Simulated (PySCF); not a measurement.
BrOTi, neutral, multiplicity 2. Atoms are numbered in the order given.

```xyz
3

Ti     0.3573     1.1450     0.0000
O     -0.6440     2.4156     0.0000
Br    -0.0774    -1.2719     0.0000
```
Charge 0, spin multiplicity 2.

The structure is a stationary point at B3LYP-D3(BJ)/def2-TZVP. The multiplicity is an assumed one; other spin states were not compared.

All values below come from PBE/def2-TZVPD in PySCF.

Mulliken values depend strongly on the basis, most of all with diffuse functions as here. ESP charges are fitted to the potential on shells at 1.4 to 2.0 van der Waals radii. Atomic charges (e):

```tsv
atom	ESP fit	Mulliken	meta-Löwdin	Mulliken spin
Ti1	1.04	0.99	…	1.13
O2	-0.59	-0.65	…	-0.10
Br3	-0.45	-0.34	…	-0.04
```

Q: Some entries are withheld; supply them. (An estimate is asked for; the answer gives what the named calculation found.)

A: 
- Ti1, meta-Löwdin: 1.01
- O2, meta-Löwdin: -0.49
- Br3, meta-Löwdin: -0.52
